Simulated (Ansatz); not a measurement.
Born–Oppenheimer molecular dynamics of C2H12N4Si (19 atoms, charge 0, multiplicity 1). It starts from a relaxed structure.

All numbers below come from Ansatz, RKS PBE-D4/STO-3G.

* ensemble: NVT, Nosé–Hoover chain
* time step: 0.5 fs
* steps asked: 250
* set temperature: 200 K
* thermostat: time constant 50 fs, chain length 3
* temperature schedule: 62 steps to 200 K, then 188 steps to 10 K
* seed: 112889

First frame:

```xyz
19
Properties=species:S:1:pos:R:3
Si 0.002 0.004 -0.027
N -0.049 -0.892 1.518
H -1.062 -1.067 1.781
H 0.304 -0.273 2.303
N 1.739 0.217 -0.273
C 2.620 -0.964 -0.036
H 2.182 -1.565 0.789
H 2.735 -1.625 -0.932
H 3.642 -0.635 0.261
C 2.176 1.020 -1.454
H 2.276 0.417 -2.392
H 1.426 1.820 -1.628
H 3.166 1.491 -1.260
N -0.619 1.658 -0.296
H -1.670 1.660 -0.153
H -0.267 2.303 0.469
N -1.065 -0.978 -1.074
H -0.670 -1.962 -1.129
H -0.970 -0.630 -2.072
```

(1) How far do the bonds stretch over the last three quarters of this one trajectory? (Pairs bonded in most of those frames.)

Results:

(1) 
```json
{"bond": "Si1–N2", "mean (Å)": "1.790", "spread (Å)": "0.016", "shortest": "1.76", "longest": "1.82"}
{"bond": "Si1–N5", "mean (Å)": "1.747", "spread (Å)": "0.020", "shortest": "1.72", "longest": "1.78"}
{"bond": "Si1–N14", "mean (Å)": "1.791", "spread (Å)": "0.013", "shortest": "1.77", "longest": "1.81"}
{"bond": "Si1–N17", "mean (Å)": "1.790", "spread (Å)": "0.012", "shortest": "1.77", "longest": "1.81"}
{"bond": "N2–H3", "mean (Å)": "1.062", "spread (Å)": "0.017", "shortest": "1.03", "longest": "1.09"}
{"bond": "N2–H4", "mean (Å)": "1.062", "spread (Å)": "0.016", "shortest": "1.04", "longest": "1.09"}
{"bond": "N5–C6", "mean (Å)": "1.486", "spread (Å)": "0.038", "shortest": "1.42", "longest": "1.55"}
{"bond": "N5–C10", "mean (Å)": "1.484", "spread (Å)": "0.026", "shortest": "1.44", "longest": "1.54"}
{"bond": "C6–H7", "mean (Å)": "1.113", "spread (Å)": "0.029", "shortest": "1.07", "longest": "1.16"}
{"bond": "C6–H8", "mean (Å)": "1.120", "spread (Å)": "0.022", "shortest": "1.08", "longest": "1.16"}
{"bond": "C6–H9", "mean (Å)": "1.120", "spread (Å)": "0.032", "shortest": "1.07", "longest": "1.17"}
{"bond": "C10–H11", "mean (Å)": "1.119", "spread (Å)": "0.020", "shortest": "1.09", "longest": "1.15"}
{"bond": "C10–H12", "mean (Å)": "1.114", "spread (Å)": "0.013", "shortest": "1.09", "longest": "1.13"}
{"bond": "C10–H13", "mean (Å)": "1.116", "spread (Å)": "0.010", "shortest": "1.10", "longest": "1.13"}
{"bond": "N14–H15", "mean (Å)": "1.062", "spread (Å)": "0.019", "shortest": "1.03", "longest": "1.09"}
{"bond": "N14–H16", "mean (Å)": "1.062", "spread (Å)": "0.021", "shortest": "1.02", "longest": "1.10"}
{"bond": "N17–H18", "mean (Å)": "1.062", "spread (Å)": "0.007", "shortest": "1.05", "longest": "1.07"}
{"bond": "N17–H19", "mean (Å)": "1.062", "spread (Å)": "0.011", "shortest": "1.04", "longest": "1.08"}
```

Mean temperature of the second half: 125 K. The conserved energy stayed within 0.21 meV per atom of its start (net change 0.11 meV per atom), so the integration is sound. The schedule's set-point averaged 73 K over the second half and the system 125 K, so it lags behind the ramp. A run of 0.12 ps of so small a system gives no equilibrium averages. Limits of this set-up: minimal basis.

Time of the run: 12 min on 1 thread of Intel(R) Xeon(R) 6975P-C (Granite Rapids), on a shared host, peak memory 0.13 GiB.
